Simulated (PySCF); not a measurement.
SMILES B/C=C\F (B3LYP/def2-SVP optimised geometry):

```
8

B      0.873     0.588     0.000
C      0.004    -0.680     0.000
C     -1.342    -0.680     0.000
F     -2.076     0.424     0.000
H      2.076     0.496    -0.001
H      0.368     1.682     0.000
H      0.446    -1.682     0.000
H     -1.978    -1.575     0.000
```

Level of theory: B3LYP/def2-TZVP in PySCF.

**Question.** What are the frontier orbital energies and the dipole moment?

**Answer.** HOMO-2 -9.59 eV, HOMO-1 -9.03 eV, HOMO -8.03 eV, LUMO -2.37 eV, LUMO+1 0.98 eV; dipole moment 1.95 D.

Meta-Löwdin charges at B3LYP/def2-TZVP: B1 -0.02, C2 -0.27, C3 0.26, F4 -0.24, H5 0.01, H6 0.01, H7 0.13, H8 0.12.
